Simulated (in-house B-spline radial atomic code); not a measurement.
Results of a calculation; reference values are marked as such.
# Making a Troullier-Martins p channel for Zn, r_c = 0.52 bohr

Zn, [Ar] 3d10 4s2, non-relativistic PBE, spherical and spin-unpolarised, from a B-spline radial code for spherical atoms (atomic units). The all-electron 3p level is ε = -3.027097 hartree, its outermost node lies just inside 0.26 bohr and its outer maximum at 0.60 bohr.

Inside r_c the pseudo-orbital is u(r) = r^2 exp(p(r)), with p = c0 + c2 r² + c4 r⁴ + … + c12 r¹². The seven coefficients follow from p and its first four derivatives at r_c, from zero curvature of the screened potential at the origin, c4 = −c2²/(2l + 5), and from the norm inside r_c. At r_c the all-electron orbital has P = 1.228814, P' = 1.260134, the screened potential V = -14.85481, V' = 59.5909, V'' = -301.4187, and the norm inside is Q = 0.2456566.

What are p, p' and p'' at r_c?

p = ln(P/r_c^2) = ln(1.228814/0.2704) = 1.51390. p' = P'/P − 2/r_c = 1.02549 − 3.84615 = -2.82067. The radial equation gives p'' = 2(V − ε) − 2(2) p'/r_c − p'² = -23.65543 − (-21.69743) − 7.95616 = -9.91415. Differentiating, p''' = 2V' + 2(2)p'/r_c² − 2(2)p''/r_c − 2p'p'' = 97.79, and p'''' = 2V'' − 4(2)p'/r_c³ + 4(2)p''/r_c² − 2(2)p'''/r_c − 2p''² − 2p'p''' = -1132.8.

For a trial c2 the five matching conditions are linear in c0, c6, c8, c10 and c12, and c2 is varied until the norm inside r_c equals Q. The root nearest zero gives:

```csv
n,c_n
0,2.523299
2,-7.204552
4,-7.41508
6,395.8504
8,-2313.96
10,5429.291
12,-4664.585
```

Check c4 and p(r_c), and find the screened pseudopotential at the origin.

−c2²/7 = -7.41508, as listed. The terms c_n r_c^n are 2.52330, -1.94811, -0.54216, 7.82620, -12.37037, 7.84832, -1.82328, which sum to 1.51390. Inverting the radial equation, V_l(r) = ε + 2 p'/r + (p'' + p'²)/2, so V_l(0) = ε + (2l + 3) c2 = -3.027097 + 5 × (-7.20455) = -39.0499 hartree, finite where the all-electron potential diverges.

Orbitals and screened potentials:

```json
{"r (bohr)": "0.052", "P": "-0.3663", "u": "0.03307", "V all-electron": "-473.2", "V pseudo": "-38.97"}
{"r (bohr)": "0.13", "P": "-0.6654", "u": "0.1865", "V all-electron": "-148.2", "V pseudo": "-36.48"}
{"r (bohr)": "0.208", "P": "-0.3111", "u": "0.3993", "V all-electron": "-75.11", "V pseudo": "-27.19"}
{"r (bohr)": "0.286", "P": "0.2507", "u": "0.6141", "V all-electron": "-45.05", "V pseudo": "-14.29"}
{"r (bohr)": "0.364", "P": "0.7382", "u": "0.8365", "V all-electron": "-29.48", "V pseudo": "-8.548"}
{"r (bohr)": "0.442", "P": "1.063", "u": "1.069", "V all-electron": "-20.59", "V pseudo": "-14.06"}
{"r (bohr)": "0.52", "P": "1.229", "u": "1.229", "V all-electron": "-14.85", "V pseudo": "-14.85"}
```

Logarithmic derivatives P'/P at R = 0.82 bohr, for energies E around ε:

| E − ε (hartree) | all-electron | pseudo |
| --- | --- | --- |
| -0.5 | -0.798852 | -0.799412 |
| -0.25 | -1.06945 | -1.06959 |
| -0.1 | -1.24197 | -1.24198 |
| 0 | -1.36161 | -1.3616 |
| 0.1 | -1.48521 | -1.48522 |
| 0.25 | -1.67854 | -1.67872 |
| 0.5 | -2.02409 | -2.02498 |

With P(R) = 1.0627 and a norm of 0.6865534 inside R, what slope in energy does norm conservation fix?

d(P'/P)/dE = −2 × (norm inside R)/P(R)² = -1.2159 per hartree·bohr at E = ε, for both atoms, since orbital and norm agree at R. Differences over ±0.1 hartree give -1.2162 (all-electron) and -1.2162 (pseudo), which also hold third-order terms. Half a hartree below ε the two curves differ by -0.0006.
